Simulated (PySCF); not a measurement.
Species: `CC(C)(C)C1=CC=CC=P1`. The columns A, B, C and D hold Mulliken, IAO, Hirshfeld and ESP-fitted charges (e) of one PBE0/pcSseg-1 density (PySCF), in a shuffled order. Coordinates in Å (GFN2-xTB); the density's dipole moment is (0.01, -1.50, 0.01) D.

```json
{"atom": "C1", "x": "-1.743", "y": "1.488", "z": "0.389", "A": "-0.126", "B": "-0.571", "C": "-0.420", "D": "-0.166"}
{"atom": "C2", "x": "-1.133", "y": "0.095", "z": "0.234", "A": "+0.023", "B": "+0.562", "C": "+0.053", "D": "-0.588"}
{"atom": "C3", "x": "-1.844", "y": "-0.619", "z": "-0.923", "A": "-0.119", "B": "-0.529", "C": "-0.410", "D": "-0.120"}
{"atom": "C4", "x": "-1.351", "y": "-0.675", "z": "1.543", "A": "-0.118", "B": "-0.515", "C": "-0.410", "D": "-0.125"}
{"atom": "C5", "x": "0.357", "y": "0.174", "z": "-0.069", "A": "-0.039", "B": "+0.317", "C": "-0.202", "D": "-0.365"}
{"atom": "C6", "x": "1.077", "y": "-1.002", "z": "-0.202", "A": "-0.043", "B": "-0.544", "C": "-0.140", "D": "+0.002"}
{"atom": "C7", "x": "2.431", "y": "-1.086", "z": "-0.479", "A": "-0.043", "B": "+0.197", "C": "-0.143", "D": "-0.110"}
{"atom": "C8", "x": "3.231", "y": "0.030", "z": "-0.662", "A": "-0.046", "B": "-0.465", "C": "-0.138", "D": "-0.044"}
{"atom": "C9", "x": "2.737", "y": "1.313", "z": "-0.584", "A": "-0.109", "B": "+0.125", "C": "-0.373", "D": "-0.404"}
{"atom": "P10", "x": "1.094", "y": "1.749", "z": "-0.249", "A": "+0.095", "B": "-0.301", "C": "+0.331", "D": "+0.477"}
{"atom": "H11", "x": "-1.259", "y": "2.032", "z": "1.198", "A": "+0.032", "B": "+0.134", "C": "+0.141", "D": "+0.129"}
{"atom": "H12", "x": "-1.632", "y": "2.063", "z": "-0.529", "A": "+0.032", "B": "+0.136", "C": "+0.141", "D": "+0.131"}
{"atom": "H13", "x": "-2.805", "y": "1.407", "z": "0.616", "A": "+0.041", "B": "+0.146", "C": "+0.137", "D": "+0.114"}
{"atom": "H14", "x": "-1.465", "y": "-1.628", "z": "-1.061", "A": "+0.036", "B": "+0.116", "C": "+0.133", "D": "+0.107"}
{"atom": "H15", "x": "-1.695", "y": "-0.069", "z": "-1.850", "A": "+0.037", "B": "+0.121", "C": "+0.142", "D": "+0.113"}
{"atom": "H16", "x": "-2.912", "y": "-0.679", "z": "-0.725", "A": "+0.040", "B": "+0.132", "C": "+0.136", "D": "+0.108"}
{"atom": "H17", "x": "-2.410", "y": "-0.698", "z": "1.791", "A": "+0.040", "B": "+0.130", "C": "+0.136", "D": "+0.109"}
{"atom": "H18", "x": "-0.998", "y": "-1.700", "z": "1.469", "A": "+0.036", "B": "+0.112", "C": "+0.133", "D": "+0.108"}
{"atom": "H19", "x": "-0.817", "y": "-0.189", "z": "2.357", "A": "+0.038", "B": "+0.115", "C": "+0.142", "D": "+0.114"}
{"atom": "H20", "x": "0.549", "y": "-1.940", "z": "-0.082", "A": "+0.047", "B": "+0.202", "C": "+0.141", "D": "+0.091"}
{"atom": "H21", "x": "2.881", "y": "-2.066", "z": "-0.557", "A": "+0.051", "B": "+0.084", "C": "+0.154", "D": "+0.091"}
{"atom": "H22", "x": "4.283", "y": "-0.114", "z": "-0.876", "A": "+0.051", "B": "+0.193", "C": "+0.153", "D": "+0.099"}
{"atom": "H23", "x": "3.419", "y": "2.142", "z": "-0.740", "A": "+0.044", "B": "+0.103", "C": "+0.163", "D": "+0.132"}
```

Problem. Which column most likely holds the ESP-fitted charges?

Solution. B. Σ q r misses the density's dipole by 0.01 D (B), 1.33 D (A), 2.15 D (C), 3.47 D (D). Charges fitted to the outside potential are the only set here that is tied to the molecule's multipoles.

Problem. And the Hirshfeld charges?

Solution. A. The mean sizes are 0.056 e (A), 0.167 e (D), 0.194 e (C), 0.254 e (B), and Hirshfeld charges are commonly the smallest of these schemes.

As computed, A = Hirshfeld, B = ESP-fitted, C = IAO, D = Mulliken. Hydrogens on carbon: Hirshfeld +0.03 to +0.05, ESP-fitted +0.08 to +0.20, IAO +0.13 to +0.16, Mulliken +0.09 to +0.13 e.

The Mulliken scheme gives each basis function's population to the atom it is centred on and halves the overlap population of two atoms between them. The ESP scheme is a least-squares fit of atom-centred charges to the potential on four shells outside the van der Waals surface, with the total charge fixed.

Isolated species at its GFN2-xTB geometry, gas phase.

Shape of the structure used: `[CH3:1][C:2]([CH3:3])([CH3:4])[c:5]1[cH:6][cH:7][cH:8][cH:9][p:10]1`: C1–C2–C5–C6 178°.
